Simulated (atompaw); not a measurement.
Logarithmic derivatives: Ti (Z = 22), PAW (atompaw)

- Element: titanium (Ti)
- Generator: atompaw 4.2.0.5
- Type: PAW
- Functional: LDA (PW92)
- Relativity: scalar-relativistic
- Frozen core: [Ne]
- Valence charge: 12
- Reference configuration: 3s2 3p6 3d2 4s2 4p0
- Partial waves: 3s (bound): rc 1.25 bohr; 4s (bound): rc 1.95 bohr; 3p (bound): rc 1.20 bohr; 4p (bound, empty): rc 1.65 bohr; 3d (bound): rc 1.30 bohr; 3d channel at 0.35 Ry: rc 1.95 bohr
- Local potential: troulliermartins scheme with l = 3 at 0.5 Ry, radius 1.85 bohr
- Core correction: smooth core density matched at 1.10 bohr
- Augmentation charge: besselshape compensation charge, radius 1.50 bohr; PAW radius 1.95 bohr; waves and projectors: custom polynom2 7 10 vanderbiltortho

The phase is arctan(r·u′/u) with u = r·R(r), unwrapped; energies in Ry, scanned from -7 to 5 Ry. A pole is an energy at which the radial function vanishes at the test radius. The pseudo phase is shifted by a multiple of π to meet the all-electron one at the reference energy, and phase errors are pseudo minus all-electron; the curves can meet again beyond the range given. Levels narrower than the energy grid can be missing from the lists of poles.

Question: For each channel, where are the poles, and over which energies does the pseudopotential scatter like the atom?

Answer:

```
channel  radius (bohr)  reference energy (Ry)  poles, all-electron  poles, pseudo  unbroken range about the reference energy with phases within 0.05 rad  phase error 1 Ry above the reference energy (rad)
      s           1.96                  -0.34                -4.28          -4.28                                                        the whole range                                             -0.002
      p           1.96                  -0.11                -2.41    -2.41, 0.70                                                              below 0.5                                             -3.027
      d           1.96                  -0.33                 0.53           0.53                                                              below 2.8                                             -0.000
```

Phases in the d channel:

```tsv
E (Ry)	all-electron	pseudo
-7.00	1.376	1.370
-6.52	1.368	1.363
-6.04	1.360	1.355
-5.56	1.350	1.345
-5.08	1.339	1.334
-4.60	1.327	1.322
-4.12	1.311	1.307
-3.64	1.292	1.288
-3.16	1.268	1.264
-2.68	1.235	1.231
-2.20	1.187	1.184
-1.72	1.108	1.106
-1.24	0.947	0.946
-0.76	0.448	0.447
-0.28	-0.889	-0.889
0.20	-1.433	-1.433
0.68	-1.615	-1.615
1.16	-1.717	-1.718
1.64	-1.800	-1.803
2.12	-1.884	-1.895
2.60	-1.992	-2.022
3.08	-2.154	-2.243
3.56	-2.443	-2.711
4.04	-2.986	-3.521
4.52	-3.662	-4.086
5.00	-4.087	-4.341
```
